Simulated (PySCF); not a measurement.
**Telling isomers of C9H9N3 apart by NMR**

- shielding tensors at PBE0/pcSseg-1 (GIAO)
- coordinates at the GFN2-xTB level
- code: PySCF 2.14.0 with density-fitted response routines
- non-relativistic Hamiltonian, one averaged value for each set of equivalent atoms, no solvent, one conformer

Chemical shifts δ = σref − σ; ¹H and ¹³C vs TMS, all at this level. Where no couplings were computed, multiplicities follow the n + 1 count of equivalent neighbours, and m marks all less simple cases (inequivalent or close neighbours, rings, F or P nearby). Shifts are as computed. Against solution values, carbons near 30 ppm lie about +3 ppm off and those near 130 ppm about +5 ppm. Of 1211 compounds with measured shifts, 218 miss one by over three times the rms of a fit or turn the order of signals round; such compounds aren't used in these exercises.

(1) Tabulate the signals of `Cc1cccc(-n2ccnn2)c1`, `C=Cn1nc2cccc(C)c2n1`, `c1ccc2c(c1)nnn2C1CC1` and their relative energies.

(2) What is the quickest way to tell C=Cn1nc2cccc(C)c2n1 from c1ccc2c(c1)nnn2C1CC1?

(3) What is the quickest way to tell Cc1cccc(-n2ccnn2)c1 from c1ccc2c(c1)nnn2C1CC1?

(4) What is the quickest way to tell Cc1cccc(-n2ccnn2)c1 from C=Cn1nc2cccc(C)c2n1?

Results:

(1) 
```json
{"SMILES": "Cc1cccc(-n2ccnn2)c1", "carbon types": "2×C 6×CH 1×CH3", "δC": "146.7, 142.0, 138.8, 134.4, 133.8, 126.2, 125.2, 117.3, 24.0", "δH": "8.96 (s, 1H), 8.14 (m, 1H), 7.91 (m, 1H), 7.72 (m, 1H), 7.47 (d, 1H), 7.45 (d, 1H), 2.63 (s, 3H)", "E rel. (kcal/mol)": "0.0"}
{"SMILES": "C=Cn1nc2cccc(C)c2n1", "carbon types": "3×C 4×CH 1×CH2 1×CH3", "δC": "150.1, 150.1, 141.2, 136.1, 132.9, 131.3, 120.6, 115.4, 17.3", "δH": "8.00 (d, 1H), 7.77 (m, 1H), 7.73 (m, 1H), 7.57 (d, 1H), 7.09 (m, 1H), 5.65 (m, 1H), 2.93 (s, 3H)", "E rel. (kcal/mol)": "6.5"}
{"SMILES": "c1ccc2c(c1)nnn2C1CC1", "carbon types": "2×C 5×CH 2×CH2", "δC": "151.2, 141.1, 130.7, 127.6, 127.0, 111.8, 30.6, 11.7", "δH": "8.45 (d, 1H), 7.78 (m, 1H), 7.77 (m, 1H), 7.67 (m, 1H), 3.85 (m, 1H), 1.87 (m, 2H), 1.22 (m, 2H)", "E rel. (kcal/mol)": "15.3"}
```

Energies are electronic energies at PBE0/pcSseg-1 on these geometries, without zero-point or thermal terms, each for the one conformer computed, which needn't be the lowest.

(2) Count the carbon signals: 9 against 8. The first has a terminal =CH2 carbon at 115.4 ppm, the second a three-membered-ring carbon (CH) at 30.6 ppm. Their most deshielded carbons lie at 150.1 and 151.2 ppm. In the proton spectra the most deshielded non-exchanging signals are 8.00 (d, 1H) and 8.45 (d, 1H).

(3) Count the carbon signals: 9 against 8. The first has a methyl carbon on an aromatic ring (CH3) at 24.0 ppm, the second a three-membered-ring carbon (CH) at 30.6 ppm. Their most deshielded carbons lie at 146.7 and 151.2 ppm. In the proton spectra the most deshielded non-exchanging signals are 8.96 (s, 1H) and 8.45 (d, 1H).

(4) Both give the same number of carbon signals, but DEPT or the intensities differ. The first has a methyl carbon on an aromatic ring (CH3) at 24.0 ppm, the second a terminal =CH2 carbon at 115.4 ppm. Their most deshielded carbons lie at 146.7 and 150.1 ppm. In the proton spectra the most deshielded non-exchanging signals are 8.96 (s, 1H) and 8.00 (d, 1H).
